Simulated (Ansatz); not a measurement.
One change: `F[SiH2]O[SiH2]Cl` becomes `F[SiH2][O][GeH3]`.

Ansatz, PBE0-D4/def2-TZVP geometries, multiplicity 1. Each molecule was computed in one conformer, which needn't be the lowest.

Scalar relativity is left out up to krypton.

```
                                      property  `F[SiH2]O[SiH2]Cl`
zero-point energy (PBE0-D4/def2-TZVP) / kJ/mol               117.5
             LUMO energy (PBE/def2-TZVPP) / eV               -0.73
          HOMO–LUMO gap (PBE0/def2-TZVPP) / eV                9.20
         HOMO energy (ωB97M-V/def2-TZVPP) / eV              -11.28
         HOMO–LUMO gap (B3LYP/def2-TZVPP) / eV                8.76
       HOMO–LUMO gap (ωB97M-V/def2-TZVPP) / eV               13.18
```

(1) What does the change do to each property? (Best estimate.)

## Answers

(1) Ansatz gave: 
```
                                      property  `F[SiH2][O][GeH3]`  shift
zero-point energy (PBE0-D4/def2-TZVP) / kJ/mol               127.3    9.8
             LUMO energy (PBE/def2-TZVPP) / eV               -1.02  -0.29
          HOMO–LUMO gap (PBE0/def2-TZVPP) / eV                8.70  -0.50
         HOMO energy (ωB97M-V/def2-TZVPP) / eV              -11.11   0.17
         HOMO–LUMO gap (B3LYP/def2-TZVPP) / eV                8.25  -0.51
       HOMO–LUMO gap (ωB97M-V/def2-TZVPP) / eV               12.78  -0.40
```

With PBE0 the HOMO rises by 0.22 eV and the LUMO falls by 0.29 eV, so the gap narrows by about 0.51 eV. PBE moves the HOMO by 0.28 eV and ωB97M-V by 0.17 eV.

B3LYP here is the variant with VWN-RPA as its local correlation; programs differ in this.
